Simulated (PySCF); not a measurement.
## Computed properties of C2H7FSi2, SMILES C(/[SiH2][SiH3])=C/F

C₂H₇FSi₂, SMILES F/C=C\[SiH2][SiH3]. Coordinates come from a B3LYP-D3(BJ)/def2-SVP optimisation. The structure was generated by enumeration; whether it is a known compound was not checked. The values are those of a single conformer. All values are computed for the isolated molecule unless a solvent is named; none is compared with measurement here.

**Structure.** All 30 harmonic modes at B3LYP-D3(BJ)/def2-SVP (PySCF) are real, so it is a minimum. With heavy atoms numbered as in [F:1]/[CH:2]=[CH:3]\[SiH2:4][SiH3:5], the shortest bond between them is C2–C3 at 1.332 Å and the longest Si4–Si5 at 2.352 Å.

**Vibrations.** The strongest infrared lines (harmonic, unscaled, degenerate partners summed) lie at 790 cm⁻¹ (242 km/mol, H 79 %, C 14 %), 2224 cm⁻¹ (154 km/mol, H 96 %), 813 cm⁻¹ (146 km/mol, H 50 %, C 34 %, Si 8 %, F 8 %). The softest mode is at 27 cm⁻¹ and the zero-point energy is 48.2 kcal/mol.

**Electronic structure.** r2SCAN/def2-TZVP (PySCF) places the frontier levels at -6.60 and -1.40 eV, a gap of 5.20 eV, and gives a dipole moment of 1.55 D and a mean polarisability of 82.7 bohr³. PBE/def2-TZVP (PySCF) at the same geometry gives -6.38 and -1.59 eV, so its gap is 0.41 eV narrower. An orbital gap is neither the optical nor the fundamental gap.

**Excitations.** TDDFT-M06-2X/def2-SVPD (PySCF) has S1 at 6.35 eV (195 nm, f = 0.261, bright); the most intense of the 10 singlets computed lies at 6.35 eV (f = 0.26). T1 (TDA) is at 4.43 eV. TDDFT-PBE/def2-SVPD (PySCF) puts S1 at 5.58 eV. No vertical singlet excitation falls in the visible range (under 3.1 eV).

**NMR.** GIAO shifts at PBE0/pcSseg-1 (PySCF) (non-relativistic, atoms alike by connectivity averaged): ¹³C from 103.6 to 173.4 ppm against TMS; ¹H from 3.8 to 7.4 ppm against TMS; ²⁹Si from -106.2 to -84.3 ppm against TMS; ¹⁹F at -86.3 ppm against CFCl3.
